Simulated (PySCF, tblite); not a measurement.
A set of runs on `[SiH3][NH][Ge@@H]([SiH3])[GeH3]`; the geometry of each is named by its level. Settings lines and outputs come from a driver script.

Compound: Ge₂H₁₁NSi₂.
Atom-mapped SMILES: `[SiH3:1][NH:2][Ge@@H:3]([SiH3:4])[GeH3:5]` (hydrogens: H6, H7, H8 on Si1; H9 on N2; H10 on Ge3; H11, H12, H13 on Si4; H14, H15, H16 on Ge5)

Step 1: GFN2-xTB geometry optimisation, gas phase (tblite 0.8.0) (from a force-field or distance-geometry start)
```json
{"job": {"kind": "relax", "xc": "GFN2-xTB", "basis": "xTB"}, "charge": 0, "multiplicity": 1}
```
```
step      E/eV     max force
  0    -431.63788    1.350
  1    -431.70110    0.898
  2    -431.78584    1.002
...
 80    -432.11099    0.023
 81    -432.11107    0.032
 82    -432.11116    0.028
 83    -432.11123    0.014
 84    -432.11125    0.010
```

Energy lowered by 10.9 kcal/mol over 84 steps; largest atomic force 0.010 eV/Å at the end. «max force» is the largest atomic force in eV/Å.

Time: 1.3 s. Hardware: Arm Neoverse N1, one thread, no GPU (shared host).

Step 2: GFN2-xTB harmonic vibrations, gas phase (tblite 0.8.0) (on the GFN2-xTB geometry)
```json
{"job": {"kind": "ir", "xc": "GFN2-xTB", "basis": "xTB"}, "charge": 0, "multiplicity": 1}
```
```
(table of modes left out)
```

42 modes from -25 to 3436 cm⁻¹ (unscaled, harmonic, a negative number standing for an imaginary wavenumber); zero-point energy 56.9 kcal/mol from the real modes; the lowest is imaginary at this level.

Time: 1.2 s. Hardware: one thread of an Arm Neoverse N1, no GPU (shared host).

Step 3: TDDFT B3LYP/def2-SVPD, vertical, gas phase, core orbitals frozen in the response (PySCF 2.14.0, density-fitted response routines) (on the GFN2-xTB geometry)
```json
{"job": {"kind": "uv", "xc": "B3LYP", "basis": "def2-SVPD", "nstates": 8, "ntriplets": 3}, "charge": 0, "multiplicity": 1}
```
```
...
Static polarisability (au): isotropic 133.086, principal 108.014 138.455 152.788
Singlet excitations
state   eV       nm        f      main configurations
  1   4.9623    249.9   0.00831   H->L 0.89, H->L+1 0.10
  2   5.4381    228.0   0.10907   H->L+1 0.87, H->L 0.10
  3   5.8599    211.6   0.01084   H->L+2 0.96
  4   6.0810    203.9   0.02047   H->L+3 0.94
  5   6.2934    197.0   0.04351   H->L+4 0.94
  6   6.5580    189.1   0.00835   H->L+5 0.87
  7   6.6323    186.9   0.07885   H-1->L 0.68, H-1->L+1 0.15
  8   6.7363    184.1   0.02075   H->L+6 0.65, H-2->L 0.13, H-1->L 0.09
Triplet excitations (Tamm-Dancoff, eV): 4.6522 4.9908 5.6913
```

HOMO -6.77 eV, LUMO -0.88 eV; lowest singlet 4.96 eV; lowest triplet 4.65 eV (Tamm–Dancoff); mean polarisability 133.1 au.

The run took 1.7 min of wall time on one thread of an Arm Neoverse N1, on a shared host, and the process peaked at 1.1 GiB of memory.

Geometry of the electronic-property runs (GFN2-xTB):
```
atom  x, y, z in Å
Si1   -1.7476   -1.7014    1.0281
N2    -0.2259   -1.2696    0.3326
Ge3    0.4941    0.4282    0.2933
Si4    2.7619    0.1500   -0.2863
Ge5   -0.9612    1.8709   -0.9977
H6    -1.6628   -1.3349    2.4420
H7    -2.8892   -1.0062    0.4085
H8    -1.8634   -3.1453    0.8145
H9     0.0408   -1.8413   -0.4546
H10    0.2849    0.8514    1.7495
H11    3.4728    1.4289   -0.2317
H12    2.8689   -0.3738   -1.6530
H13    3.4176   -0.7938    0.6192
H14   -2.3993    1.9438   -0.5597
H15   -1.0622    1.4867   -2.4546
H16   -0.5371    3.3154   -1.0615
```

 GFN2-xTB frequencies show an imaginary mode (25i cm⁻¹), so this geometry is no minimum at that level. (This holds for the electronic-property runs.)

One conformer stands for the species.
